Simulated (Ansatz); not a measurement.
One change: `CBC(O)F` becomes `OC(F)[SiH2][SiH3]`.

Ansatz, PBE0-D4/def2-TZVP geometries, multiplicity 1. Each molecule was computed in one conformer, which needn't be the lowest.

```csv
property,`CBC(O)F`
HOMO–LUMO gap (B3LYP/def2-TZVPP) / eV,6.77
HOMO energy (PBE/def2-TZVPP) / eV,-6.92
size of the dipole moment (B3LYP/def2-TZVPP) / D,2.14
HOMO energy (ωB97M-V/def2-TZVPP) / eV,-10.87
size of the dipole moment (PBE/def2-TZVPP) / D,2.05
LUMO energy (B3LYP/def2-TZVPP) / eV,-1.54
```

Task: Give the same properties after the change, and the shifts. (Estimate.)

Result: The calculation gave: 
```
                                        property  `OC(F)[SiH2][SiH3]`  shift
           HOMO–LUMO gap (B3LYP/def2-TZVPP) / eV                 7.90   1.13
               HOMO energy (PBE/def2-TZVPP) / eV                -6.92   0.00
size of the dipole moment (B3LYP/def2-TZVPP) / D                 1.68  -0.46
           HOMO energy (ωB97M-V/def2-TZVPP) / eV               -10.36   0.51
  size of the dipole moment (PBE/def2-TZVPP) / D                 1.64  -0.41
             LUMO energy (B3LYP/def2-TZVPP) / eV                -0.16   1.38
```

With PBE0 the HOMO rises by 0.23 eV and the LUMO rises by 1.32 eV, so the gap widens by about 1.09 eV. PBE moves the HOMO by 0.00 eV and ωB97M-V by 0.51 eV. Dipoles are sizes alone; their direction can turn.

B3LYP here is the variant with VWN-RPA as its local correlation; programs differ in this.
